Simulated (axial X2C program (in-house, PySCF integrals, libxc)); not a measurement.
Levels of GeF by electron attachment to GeF⁺ (EOM-EA-CCSD)

Calculated with an axial X2C code built on PySCF integrals: two-component X2C with atomic mean-field Coulomb and Gaunt terms, Gaussian nuclei, basis Ge dyall-acv3z, F dyall-av3z with contracted cores.

R = 1.757 Å (near the PBE0 minimum at charge 0 of the determinant lowest at the starting distance; the state shown can have its own minimum elsewhere).

Levels of GeF obtained by attaching an electron to GeF⁺:

| Ω | binding energy (eV) | above lowest (cm⁻¹) | attached spinor | one-particle weight |
| --- | --- | --- | --- | --- |
| 1/2 | 7.435 | 0 | 85% Ge pπ, 7% F pπ | 0.96 |
| 3/2 | 7.331 | 841 | 85% Ge pπ, 7% F pπ | 0.96 |
| 1/2 | 4.466 | 23950 | 61% Ge pσ, 21% Ge dσ, 9% F sσ | 0.97 |
| 1/2 | 3.121 | 34796 | 88% Ge sσ, 6% Ge pσ | 0.99 |
| 1/2 | 2.099 | 43043 | 96% Ge pπ | 0.99 |
| 3/2 | 2.083 | 43171 | 96% Ge pπ | 0.99 |

Question: Take the first Ω = 1/2 and Ω = 3/2 rows of π character: how far apart are they, and which lies lower?

Answer: E(3/2) − E(1/2) = 841 − 0 = 841 cm⁻¹ at EOM-EA-CCSD: regular, Ω = 1/2 lower. Splittings at this level can be off by ten to twenty per cent.

This point took 14 s on 1 thread of Intel(R) Xeon(R) Processor @ 2.30GHz, on a shared host.

Reference electrons by ω block (each with its −ω partner): 1/2: 14, 3/2: 5, 5/2: 1. 10 electrons of GeF⁺ correlated (inner shells frozen), 92 natural virtual spinors (a truncated set); levels can be off by some tenths of an eV. Roots sought by Ω: (1/2: 5, 3/2: 4, 5/2: 2, 7/2: 1); rows need 60 % one-particle weight and stop where some Ω has no more roots. Missing are any skipped roots, higher Ω and states of a further excitation; these come out far too high here and may in truth be low or lowest. T1 of the reference 0.024 (Lee–Taylor). The reference was not checked to be the lowest state of its species. Number of frozen shells: Ge 3 s, 2 p, 1 d; F 1 s.
